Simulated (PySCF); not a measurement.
Cost of one run: excited-state job, `CC(=O)O[C@@H]1C=NCC1`.

Method: TDDFT WP04/def2-SVPD, vertical, gas phase, core orbitals frozen in the response (PySCF 2.14.0, density-fitted response routines). Geometry: GFN2-xTB. Work: 25 singlets by full TDDFT, 2 Tamm–Dancoff triplets, polarisability, density fitting. A driver script takes a list of jobs; this job's settings line and coordinates (Å) are shown.

Command:
```bash
OMP_NUM_THREADS=1 python probes_run.py task.json out
```

Input:
```
{"job": {"kind": "uv", "xc": "WP04", "basis": "def2-SVPD", "nstates": 25, "ntriplets": 2, "tda": false, "scf": {"aux": "def2-universal-jkfit"}}, "charge": 0, "multiplicity": 1}
C      3.072160    -0.571537    -0.534468
C      1.917600     0.376028    -0.345737
O      2.002994     1.570442    -0.242171
O      0.758329    -0.292538    -0.321727
C     -0.439607     0.471758    -0.172672
C     -0.794888     0.703811     1.283318
N     -1.934113     0.313002     1.635038
C     -2.636590    -0.274420     0.523380
C     -1.650706    -0.325535    -0.668590
H      3.038411    -1.345560     0.227861
H      2.985783    -1.048441    -1.508217
H      4.007086    -0.023425    -0.473969
H     -0.299604     1.435481    -0.680692
H     -0.110630     1.174969     1.968797
H     -3.507467     0.350201     0.311107
H     -2.999995    -1.258460     0.824368
H     -2.080743     0.098965    -1.571793
H     -1.336781    -1.348425    -0.872154
```

Hardware: an Arm Neoverse V2 with one thread, shared host. PySCF's memory limit was set to 1200 MB.

Task: How large is the basis?

Result: 258 functions for 68 electrons, with 843 fitting functions; the fitted three-index integrals, 843 × 258 × 259/2 numbers of 8 bytes, come to 210 MiB.

Task: Estimate the wall time.

Result: About 90 s. The SCF took 12 cycles.

Task: How much memory does it need at the peak?

Result: About 0.99 GiB. Peak memory is the resident size of the whole Python process, interpreter and libraries included.

Task: At this speed, how long would 20000 such jobs take on 96 cores, one job a core?

Result: 20000/96 gives 209 rounds of 90 s, about 5.2 h of wall time and 500 core-hours, if the jobs don't slow each other.

The SCF part of the output:
```
final grid: 149008 points
cycle   1  E = -448.5479549702  dE =  1.351e+00  |g| = 1.257e+00  |ddm| = 7.984e+00
cycle   2  E = -447.7124005106  dE =  8.356e-01  |g| = 2.362e+00  |ddm| = 5.305e+00
cycle   3  E = -448.8094264200  dE = -1.097e+00  |g| = 4.896e-01  |ddm| = 3.994e+00
cycle   4  E = -448.8555894520  dE = -4.616e-02  |g| = 1.681e-01  |ddm| = 6.407e-01
cycle   5  E = -448.8600593881  dE = -4.470e-03  |g| = 5.874e-02  |ddm| = 2.416e-01
cycle   6  E = -448.8608231132  dE = -7.637e-04  |g| = 9.823e-03  |ddm| = 9.648e-02
cycle   7  E = -448.8608380573  dE = -1.494e-05  |g| = 5.387e-03  |ddm| = 2.491e-02
cycle   8  E = -448.8608440284  dE = -5.971e-06  |g| = 1.581e-03  |ddm| = 1.109e-02
cycle   9  E = -448.8608445298  dE = -5.014e-07  |g| = 4.427e-04  |ddm| = 2.863e-03
cycle  10  E = -448.8608445776  dE = -4.784e-08  |g| = 5.629e-05  |ddm| = 9.234e-04
cycle  11  E = -448.8608445780  dE = -3.880e-10  |g| = 4.167e-05  |ddm| = 2.076e-04
cycle  12  E = -448.8608445784  dE = -4.019e-10  |g| = 5.860e-06  |ddm| = 9.084e-05
converged SCF energy = -448.8608445784
```

The host was shared with other jobs, so the times are rough.
